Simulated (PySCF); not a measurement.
PySCF job for CH₆ClFSi₂, SMILES F[Si@H](Cl)C[SiH3], PBE-D3(BJ)/def2-SVP. Geometry: PBE-D3(BJ)/def2-SVP. The structure was generated by enumeration; whether it is a known compound was not checked. The values are those of a single conformer.

```python
import numpy as np
from pyscf import gto, scf, dft, df
from pyscf.hessian import thermo

mol = gto.M(
    atom='''
    F     1.77927885   -0.68681140    0.76096586
    Si    0.93611953   -0.15552341   -0.53588201
    Cl    0.49994305    1.84839703   -0.22208678
    C    -0.64330766   -1.13134966   -0.67101952
    Si   -1.94500125   -0.77261386    0.67126729
    H     1.83604189   -0.25717325   -1.72559556
    H    -1.09722467   -0.93947765   -1.66738760
    H    -0.37457069   -2.21007816   -0.63843876
    H    -3.00877445   -1.83595595    0.63062492
    H    -2.58375193    0.56404638    0.42991031
    H    -1.30007143   -0.78078847    2.02839219
    ''',
    basis='def2-SVP',
    charge=0,
    spin=0,
    max_memory=1600,
    verbose=3,
)
mf = dft.RKS(mol, xc='pbe').density_fit(auxbasis='def2-universal-jkfit')
mf.disp = 'd3bj'
mf.grids.level = 3
mf.conv_tol = 1e-11
mf.max_cycle = 100
mf.kernel()

# [left out here: the lines that compute and print the analytic Hessian (its translational invariance restored by hand, since the grid's response is missing), thermochemistry and intensities]
```

Output:

```
[...]
Mode                                 6                   7                   8
Irrep
Freq [cm^-1]                      475.9781            510.5777            561.6876
Reduced mass [au]                   1.1265              6.0236              2.2171
Force const [Dyne/A]                0.1504              0.9252              0.4121
Char temp [K]                     684.8264            734.6076            808.1434
Normal mode                   x     y     z       x     y     z       x     y     z
       0   F                -0.02 -0.00 -0.01    0.02 -0.01  0.03   -0.00 -0.00 -0.01
       1  Si                -0.01 -0.01 -0.01    0.07 -0.07 -0.05    0.03  0.09  0.02
       2  Cl                 0.00  0.01  0.00   -0.02  0.09  0.02    0.01 -0.06 -0.01
       3   C                 0.03 -0.05  0.04   -0.03 -0.08 -0.07    0.00 -0.04 -0.06
       4  Si                 0.02 -0.01  0.01   -0.05 -0.00  0.03   -0.05 -0.02  0.03
       5   H                -0.03  0.02 -0.03    0.16 -0.04  0.02    0.08  0.19  0.04
       6   H                -0.13  0.37  0.20   -0.03 -0.06 -0.07    0.04 -0.03 -0.08
       7   H                -0.04 -0.07 -0.42   -0.08 -0.10 -0.08    0.12 -0.01 -0.12
       8   H                -0.11  0.12 -0.10   -0.12  0.07  0.19   -0.28  0.20  0.37
       9   H                 0.24  0.01 -0.44    0.04  0.04  0.03    0.20  0.09 -0.07
      10   H                -0.37  0.19  0.20    0.10  0.01 -0.04    0.15  0.11 -0.06
Mode                                 9                  10                  11
Irrep
Freq [cm^-1]                      651.4376            709.7872            744.0644
Reduced mass [au]                   1.5032              1.4446              2.1494
Force const [Dyne/A]                0.3758              0.4288              0.7011
Char temp [K]                     937.2737           1021.2258           1070.5430
Normal mode                   x     y     z       x     y     z       x     y     z
       0   F                -0.02 -0.00 -0.00    0.04 -0.01  0.02    0.01 -0.01  0.02
       1  Si                 0.01 -0.02 -0.02   -0.00  0.00 -0.00    0.04  0.04 -0.01
       2  Cl                -0.01  0.01  0.01   -0.00 -0.00  0.00    0.00 -0.01 -0.00
       3   C                 0.00  0.10  0.10   -0.09  0.08 -0.08   -0.14 -0.02  0.10
       4  Si                 0.00 -0.04 -0.04    0.03 -0.02  0.02    0.03 -0.02 -0.05
       5   H                -0.20 -0.45 -0.14    0.19 -0.23  0.16    0.05  0.22 -0.01
       6   H                 0.13  0.07  0.03   -0.26 -0.35 -0.08   -0.36 -0.01  0.20
       7   H                 0.15  0.13  0.05    0.17  0.14  0.24   -0.40 -0.09  0.12
       8   H                -0.20  0.15  0.31   -0.07  0.08 -0.13   -0.02  0.02  0.07
       9   H                 0.23  0.06 -0.10    0.16 -0.01 -0.31    0.03 -0.01  0.00
      10   H                 0.24  0.07 -0.14   -0.26  0.12  0.15    0.10 -0.00 -0.08
Mode                                12                  13                  14
Irrep
Freq [cm^-1]                      802.5456            805.4068            879.3851
Reduced mass [au]                   1.4081              1.3639              1.9077
Force const [Dyne/A]                0.5343              0.5213              0.8692
Char temp [K]                    1154.6845           1158.8010           1265.2393
Normal mode                   x     y     z       x     y     z       x     y     z
       0   F                -0.00  0.01 -0.00   -0.03  0.03 -0.10    0.06 -0.04  0.08
       1  Si                -0.03 -0.07 -0.01   -0.01 -0.01  0.03   -0.05  0.04 -0.06
       2  Cl                 0.00  0.01 -0.00    0.00  0.00  0.00    0.00 -0.01  0.00
       3   C                 0.02  0.09  0.03    0.02 -0.01  0.05    0.01 -0.02  0.03
       4  Si                -0.01 -0.02  0.01   -0.01  0.00 -0.01   -0.03  0.02  0.02
       5   H                 0.16  0.71  0.07    0.60 -0.23  0.51    0.13 -0.14  0.08
       6   H                 0.10 -0.00 -0.02   -0.06  0.07  0.10   -0.09  0.06  0.09
       7   H                 0.05  0.10  0.13   -0.02 -0.02 -0.05    0.15  0.01 -0.15
       8   H                -0.03  0.01  0.01    0.02 -0.03  0.04    0.18 -0.17 -0.25
       9   H                 0.20  0.04 -0.22    0.01  0.02  0.04    0.11  0.03 -0.22
      10   H                 0.15  0.02 -0.08    0.12 -0.03 -0.07    0.39 -0.13 -0.19
Mode                                15                  16                  17
Irrep
Freq [cm^-1]                      906.8471            912.3241            916.9857
Reduced mass [au]                   1.4949              1.0882              1.0416
Force const [Dyne/A]                0.7243              0.5336              0.5160
Char temp [K]                    1304.7511           1312.6313           1319.3382
Normal mode                   x     y     z       x     y     z       x     y     z
       0   F                -0.05  0.02 -0.06   -0.02  0.01 -0.02   -0.01  0.00 -0.01
       1  Si                 0.05  0.00  0.05    0.02  0.00  0.02    0.01 -0.00  0.01
       2  Cl                -0.00 -0.00 -0.00   -0.00 -0.00 -0.00   -0.00  0.00 -0.00
       3   C                -0.04 -0.01 -0.02   -0.01 -0.01 -0.01    0.00 -0.00  0.00
       4  Si                -0.01  0.02  0.03   -0.03 -0.02  0.01    0.01 -0.02  0.02
       5   H                -0.19 -0.07 -0.13   -0.09 -0.04 -0.07   -0.01  0.00 -0.01
       6   H                 0.06 -0.03 -0.07    0.00 -0.04 -0.03    0.01  0.01  0.00
       7   H                -0.14 -0.04  0.06   -0.10 -0.03  0.03   -0.02 -0.01 -0.01
       8   H                 0.12 -0.11 -0.18    0.26 -0.27 -0.30   -0.36  0.37 -0.52
       9   H                 0.05 -0.07 -0.54    0.49  0.28  0.25   -0.34 -0.17  0.03
      10   H                 0.25 -0.36 -0.10    0.09  0.51 -0.04    0.33  0.38 -0.14
Mode                                18                  19                  20
Irrep
Freq [cm^-1]                      986.0238           1041.9327           1321.0715
Reduced mass [au]                   1.1261              1.7045              1.0880
Force const [Dyne/A]                0.6451              1.0903              1.1187
Char temp [K]                    1418.6686           1499.1091           1900.7277
Normal mode                   x     y     z       x     y     z       x     y     z
       0   F                -0.02  0.02 -0.02   -0.01  0.00 -0.01    0.00 -0.00  0.00
       1  Si                 0.03 -0.03  0.03    0.02  0.00 -0.00   -0.00  0.00  0.00
       2  Cl                -0.00  0.00 -0.00   -0.00 -0.00 -0.00    0.00  0.00 -0.00
       3   C                 0.01 -0.00 -0.00   -0.17 -0.04  0.06    0.02  0.06  0.06
       4  Si                -0.01  0.02 -0.01    0.02  0.01 -0.01    0.00  0.00  0.00
       5   H                -0.15  0.12 -0.11    0.08  0.10  0.02   -0.00  0.00  0.01
       6   H                -0.59 -0.13  0.25    0.43  0.07 -0.19    0.08 -0.66 -0.13
       7   H                 0.54  0.12 -0.24    0.47  0.10 -0.22   -0.27 -0.05 -0.62
       8   H                 0.04 -0.03  0.01    0.07 -0.05 -0.10   -0.00  0.01  0.01
       9   H                -0.07  0.01  0.13   -0.04 -0.01  0.06   -0.01 -0.01 -0.01
      10   H                 0.10 -0.05 -0.06   -0.08  0.02  0.04   -0.01 -0.01  0.00
Mode                                21                  22                  23
Irrep
Freq [cm^-1]                     2165.6756           2180.2694           2190.7994
Reduced mass [au]                   1.0312              1.0409              1.0491
Force const [Dyne/A]                2.8495              2.9154              2.9666
Char temp [K]                    3115.9251           3136.9222           3152.0725
Normal mode                   x     y     z       x     y     z       x     y     z
       0   F                 0.00 -0.00  0.00    0.00  0.00  0.00   -0.00 -0.00  0.00
       1  Si                 0.00 -0.00 -0.00    0.00 -0.00 -0.00   -0.00  0.00  0.00
       2  Cl                 0.00  0.00  0.00   -0.00  0.00  0.00    0.00 -0.00 -0.00
       3   C                 0.00  0.00  0.00   -0.00  0.00  0.00    0.00  0.00 -0.00
       4  Si                 0.02  0.02 -0.01   -0.01 -0.02 -0.03   -0.02  0.03 -0.02
       5   H                -0.02  0.00  0.03   -0.01  0.00  0.02    0.02 -0.00 -0.03
       6   H                 0.00 -0.00 -0.00    0.00 -0.00 -0.00   -0.00 -0.00 -0.00
       7   H                 0.00  0.00 -0.00    0.00 -0.00 -0.00   -0.00  0.00  0.00
       8   H                -0.66 -0.67 -0.03    0.19  0.19 -0.00   -0.06 -0.04 -0.01
       9   H                -0.06  0.16 -0.03   -0.15  0.30 -0.07    0.38 -0.80  0.14
      10   H                 0.11  0.01  0.21    0.38 -0.01  0.79    0.16  0.01  0.33
Mode                                24                  25                  26
Irrep
Freq [cm^-1]                     2208.5639           2984.7988           3050.6791
Reduced mass [au]                   1.0426              1.0601              1.1020
Force const [Dyne/A]                2.9965              5.5644              6.0425
Char temp [K]                    3177.6317           4294.4609           4389.2479
Normal mode                   x     y     z       x     y     z       x     y     z
       0   F                -0.00  0.00  0.00   -0.00  0.00  0.00    0.00 -0.00  0.00
       1  Si                -0.02  0.00  0.03    0.00  0.00 -0.00   -0.00  0.00 -0.00
       2  Cl                -0.00  0.00 -0.00   -0.00  0.00  0.00    0.00 -0.00 -0.00
       3   C                 0.00  0.00  0.00   -0.01 -0.05 -0.05   -0.04  0.06 -0.05
       4  Si                 0.00 -0.00 -0.00   -0.00 -0.00  0.00   -0.00  0.00 -0.00
       5   H                 0.59 -0.06 -0.78   -0.00 -0.00  0.00    0.00 -0.00  0.00
       6   H                -0.00 -0.00  0.00    0.27 -0.13  0.58    0.29 -0.11  0.63
       7   H                -0.00  0.00 -0.00   -0.17  0.69 -0.04    0.15 -0.62  0.01
       8   H                -0.02 -0.02  0.00    0.00  0.00 -0.00    0.00 -0.00  0.00
       9   H                -0.02  0.04 -0.01   -0.00  0.00  0.00    0.00 -0.00  0.00
      10   H                 0.01 -0.00  0.01    0.00  0.00  0.00    0.00 -0.00  0.00
temperature 298.1500 [K]
pressure 101325.00 [Pa]
Rotational constants [GHz] 2.90081 1.59386 1.24239
Symmetry number 1
Zero-point energy (ZPE) 0.06386 [Eh]   167665.552 [J/mol]
                           tot       elec      trans        rot        vib
Entropy [J/mol/K]       376.558      0.000    169.325    118.895     88.339
Cv [J/mol/K]            114.419      0.000     12.472     12.472     89.476
Cp [J/mol/K]            122.733      0.000     20.786     12.472     89.476
Internal energy [J/mol]                      3718.434   3718.434 181246.062
Internal energy [Eh]   -1179.71276  -1179.78463
Enthalpy [J/mol]                             6197.391   3718.434 181246.062
Enthalpy [Eh]          -1179.71182
Gibbs free energy [J/mol]                  -44286.759 -31729.978 154907.885
Gibbs free energy [Eh] -1179.75458
mode   freq/cm-1   IR/(km/mol)
   1       38.08         0.168
   2       96.17         1.510
   3      125.25         0.386
   4      196.69         0.164
   5      234.48         6.657
   6      333.98        16.142
   7      475.98         2.402
   8      510.58        31.447
   9      561.69        14.483
  10      651.44        26.563
  11      709.79        12.175
  12      744.06        49.260
  13      802.55       257.218
  14      805.41        34.700
  15      879.39       207.101
  16      906.85       139.511
  17      912.32        44.404
  18      916.99        43.741
  19      986.02        10.711
  20     1041.93        70.776
  21     1321.07        10.162
  22     2165.68       101.583
  23     2180.27        72.565
  24     2190.80        82.428
  25     2208.56       123.728
  26     2984.80         0.434
  27     3050.68         0.067
max |gradient| / (hartree/bohr): 0.00016910881579389032
APT charges: [-0.5855  1.6406 -0.4999 -0.6495  0.9958 -0.2832  0.0401  0.0291 -0.2463
 -0.2215 -0.2196]
```

The run converged.

Cost: about 2.1 core-minutes (a rough figure).
